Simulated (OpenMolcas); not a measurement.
## Mo3+ in a point-charge field

Mo3+ among 4 point charges of -1.5 e arranged as a tetrahedron (Td), 2.04 Å from the ion.

| Quantity | Value |
| --- | --- |
| Program | OpenMolcas |
| Method | CASSCF |
| Basis | ANO-RCC-VDZP [6s5p3d1f] |
| Scalar Hamiltonian | DKH2, point nucleus |
| Active space | 3 electrons in 5 orbitals (4d) |
| State averaging | 2S+1 = 4 even, 10 roots; 2S+1 = 2 even, 40 roots |
| Spin-orbit coupling | RASSI with atomic mean-field integrals over the reference wave functions |

The lowest spin-free states (labels of Td), above the lowest:

```tsv
State	Degeneracy	E (cm-1)	Free-ion L (%)
4T1	3	0.0	F (99)
4T2	3	2960	F (100)
4A2	1	6410	F (100)
2E	2	11208	G (60)
2T1	3	13629	G (73)
2T2	3	13632	G (89)
4T1	3	14151	P (99)
2A1	1	15416	G (100)
2T1	3	17192	P (66)
2T2	3	18500	H (73)
2T1	3	18872	H (79)
2E	2	19814	H (70)
2T1	3	21411	H (62)
2T2	3	21889	D (74)
2E	2	21903	D (64)
2T2	3	30283	F (98)
2T1	3	30443	F (96)
2A2	1	30774	F (100)
2T2	3	47010	D (98)
2E	2	47213	D (100)
```

The lowest levels with spin-orbit coupling:

```csv
E (cm-1),Degeneracy,Label,2S+1,g
0.0,4,Γ8,4,
333.4,2,Γ7,4,1.56 1.56 1.56
1143,4,Γ8,4,
1835,2,Γ6,4,3.31 3.31 3.31
3641,4,Γ8,4,
3666,2,Γ7,4,3.53 3.53 3.53
4201,2,Γ6,4,1.34 1.34 1.34
4404,4,Γ8,4,
7593,4,Γ8,4,
12007,4,Γ8,2,
14121,2,Γ7,2,2.20 2.20 2.20
14160,2,Γ6,2,0.06 0.06 0.06
14297,2,Γ6,4 (85 %),2.16 2.16 2.16
14364,4,Γ8,4 (81 %),
14437,4,Γ8,2,
15328,4,Γ8,2 (69 %),
15492,2,Γ7,4,2.59 2.59 2.59
15579,4,Γ8,4 (71 %),
16210,2,Γ6,2,1.86 1.86 1.86
18184,2,Γ6,2,1.21 1.21 1.21
```

Powder χT (cm3 K/mol): 0.157 at 2 K, 0.165 at 10 K, 0.207 at 50 K, 0.259 at 100 K, 0.37 at 200 K, 0.489 at 300 K. The effective moment at 300 K is 2.828 √(χT) = 1.98 μB.

The lowest level has 2S+1 = 4, for which the spin-only value is χT = S(S+1) / 2 = 1.875 cm3 K/mol (g = 2). The computed 0.489 at 300 K differs by -1.386, through orbital momentum, spin-orbit coupling and any other state in reach. With a threefold ground state the orbital momentum is unquenched, so the spin-only value is not expected to hold.

A least-squares ligand-field fit to the states below 45000 cm-1, each weighted by its degeneracy and with a free common offset, gives 10Dq = -3542 cm-1 (negative for this site), B = 774 cm-1 and C = 3177 cm-1 (C/B = 4.11), with an rms deviation of 108 cm-1.

An orbital triplet at a regular site is open to Jahn-Teller coupling, which can distort the site and quench the lowest spin-orbit gaps and is left out. Without dynamic correlation the repulsion within the d shell is too large (B by tens of per cent), so at a given field states of lower spin stand too high. Point charges give a weaker field than real ligands, and real ions of this kind are as a rule low spin; the high spin found here belongs to the model. Point charges carry no covalency, so the field is a model and not that of real ligands. No measured value stands beside these numbers.

The RASSCF and RASSI steps took 14 s on 1 thread of Intel(R) Xeon(R) Platinum 8488C (Sapphire Rapids), with other jobs on the host; the integral step is not counted.
